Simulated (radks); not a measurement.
Values are calculated unless marked as measured or tabulated.
Q: Ionisation of Si3+, [Ne] 3s1, to Si4+, [Ne], under several functionals. Scalar-relativistic Kohn-Sham, spin-polarised, spherical densities, finite nucleus; open shells are filled with parallel spins first; a radial shooting solver on a logarithmic mesh with Libxc functionals. Known Delta-SCF values: AM05 45.333 eV. What does OLYP give, and what is its highest occupied eigenvalue?

A: 45.601 eV by Delta-SCF; the 3s eigenvalue is -40.244 eV. NIST: 45.142 eV (measured).
